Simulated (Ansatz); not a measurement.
The first iterations of a band of BF3 + H2 (6 atoms, charge 0, multiplicity 1).

The calculation used RKS PBE0-D4/def2-SVPD in Ansatz 0.2.0.

```
movable images  : 7
climbing image  : yes
spring          : 5.0 eV/Å²
optimiser       : fire
start path      : through a guess of the saddle point
force threshold : 0.05 eV/Å
iteration limit : 60
end points      : relaxed
largest step    : 0.02 Å
```

Initial state:

```xyz
6
Properties=species:S:1:pos:R:3
B -0.006 0.401 0.046
F -0.014 0.840 1.285
F 1.135 0.230 -0.583
F -1.141 0.165 -0.574
H 0.079 -2.228 0.630
H 0.059 -1.933 1.330
```

Final state:

```xyz
6
Properties=species:S:1:pos:R:3
B -0.111 -0.563 -0.493
F -0.163 -0.423 2.024
F 1.131 -0.104 -0.397
F -1.066 0.324 -0.688
H -0.335 -1.737 -0.492
H 0.654 -0.023 2.180
```

| iteration | highest image above the first end (eV) | largest band force component (eV/Å) |
| --- | --- | --- |
| 1 | 12.823 | 78.883 |
| 2 | 9.522 | 57.645 |
| 3 | 7.099 | 41.682 |
| 4 | 5.328 | 30.261 |
| 5 | 4.043 | 22.449 |
| 6 | 3.116 | 15.865 |
| 7 | 2.961 | 10.458 |
| 8 | 2.885 | 6.434 |
| 9 | 2.769 | 5.374 |
| 10 | 2.649 | 4.414 |
| 11 | 2.526 | 3.528 |
| 12 | 2.404 | 2.980 |
| 13 | 2.293 | 2.583 |
| 14 | 2.197 | 2.182 |
| 15 | 2.116 | 1.780 |
| 16 | 2.047 | 1.385 |
| 17 | 1.992 | 1.015 |
| 18 | 1.951 | 0.684 |
| 19 | 1.935 | 0.599 |
| 20 | 1.915 | 0.722 |

Q: Does the band converge within its limit, and where does its top end?

A: The run ended unconverged. It ended after 60 iterations with the highest image 1.891 eV above the first end. The band didn't meet its force threshold, so its energies are provisional: the largest band force was still 0.08 eV/Å, and over the last iterations the top stayed at 1.89 eV. The orbitals stay closed-shell, which can raise the energy where a bond breaks towards radicals; this wasn't checked here.

Time of the run: 11 min on 2 threads of Intel(R) Xeon(R) Platinum 8259CL CPU @ 2.50GHz (Skylake/Cascade Lake), with other jobs on the host, peak memory 0.24 GiB.
